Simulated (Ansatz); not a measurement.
Job for Ansatz (a first-principles code): R-PBE/def2-TZVPP on AlH5N2O (SMILES [NH2][Al]([NH2])[OH]), a point of a torsion scan.

Ansatz 0.2 input:
```yaml
crystal:
  periodic: [false, false, false]
  atoms:
    - {symbol: N, position_ang: [1.21987065, -1.13293107, -0.14441688]}
    - {symbol: Al, position_ang: [0.08012816, 0.22289425, 0.03264489]}
    - {symbol: N, position_ang: [-1.67516363, -0.05839432, -0.05886661]}
    - {symbol: O, position_ang: [0.65210825, 1.74262792, 0.28162176]}
    - {symbol: H, position_ang: [2.22511501, -1.05592301, -0.10511796]}
    - {symbol: H, position_ang: [0.95745302, -2.09312272, -0.29849134]}
    - {symbol: H, position_ang: [-2.11133778, -0.95395735, -0.20794424]}
    - {symbol: H, position_ang: [-2.38295779, 0.65512924, 0.03032953]}
    - {symbol: H, position_ang: [0.97920612, 2.61657520, 0.42515006]}
basis:
  gaussian:
    orbitals: def2-TZVPP
hamiltonian:
  xc: {name: PBE}
scf: {lower_state_search: off}
```

Problem. What total energy does the run end on?

Solution. -430.0394 hartree.
